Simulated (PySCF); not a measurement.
# Computed properties of Si(H)2(Br)(OEt) (C₂H₇BrOSi), SMILES CCO[SiH2]Br

Si(H)2(Br)(OEt) (C₂H₇BrOSi), SMILES C(C)O[SiH2]Br. The structure is a stationary point at PBE0-D3(BJ)/def2-SVP. One conformer was computed; it need not be the lowest. All values are computed for the isolated molecule unless a solvent is named; none is compared with measurement here.

**Structure.** All 30 harmonic modes at PBE0-D3(BJ)/def2-SVP (PySCF) are real, so it is a minimum. With heavy atoms numbered as in [SiH2:1]([Br:2])[O:3][CH2:4][CH3:5], the shortest bond between them is O3–C4 at 1.414 Å and the longest Si1–Br2 at 2.232 Å.

**Vibrations.** The strongest infrared lines (harmonic, unscaled, degenerate partners summed) lie at 887 cm⁻¹ (341 km/mol, H 84 %, Si 13 %), 1182 cm⁻¹ (296 km/mol, O 49 %, C 36 %, H 12 %), 941 cm⁻¹ (117 km/mol, H 93 %). The softest mode is at 32 cm⁻¹ and the zero-point energy is 56.3 kcal/mol.

**Electronic structure.** HF/def2-TZVP (PySCF) places the frontier levels at -11.32 and 3.40 eV, a gap of 14.72 eV, and gives a dipole moment of 1.70 D and a mean polarisability of 67.3 bohr³. PBE/def2-TZVP (PySCF) at the same geometry gives -6.95 and -0.63 eV, so its gap is 8.40 eV narrower. An orbital gap is neither the optical nor the fundamental gap.

**Excitations.** TDDFT-B3LYP/def2-SVPD (PySCF) has S1 at 6.78 eV (183 nm, f = 0.028, weak); the most intense of the 10 singlets computed lies at 7.56 eV (f = 0.04). T1 (TDA) is at 6.38 eV. TDDFT-PBE/def2-SVPD (PySCF) puts S1 at 6.29 eV. No vertical singlet excitation falls in the visible range (under 3.1 eV).

**NMR.** GIAO shifts at B3LYP/pcSseg-1 (PySCF) (non-relativistic, atoms alike by connectivity averaged): ¹³C from 22.0 to 65.1 ppm against TMS; ¹H from 1.6 to 5.8 ppm against TMS; ²⁹Si at -12.1 ppm against TMS. Without spin–orbit terms, shifts of atoms bonded to Cl or Br come out too high.

**Solvation.** SMD-M06-2X/def2-SVP (PySCF) gives -0.9 kcal/mol in water, -4.7 kcal/mol in methanol, -3.9 kcal/mol in n-hexane (1 M in both phases, gas-phase geometry); of these solvents methanol holds the molecule best.
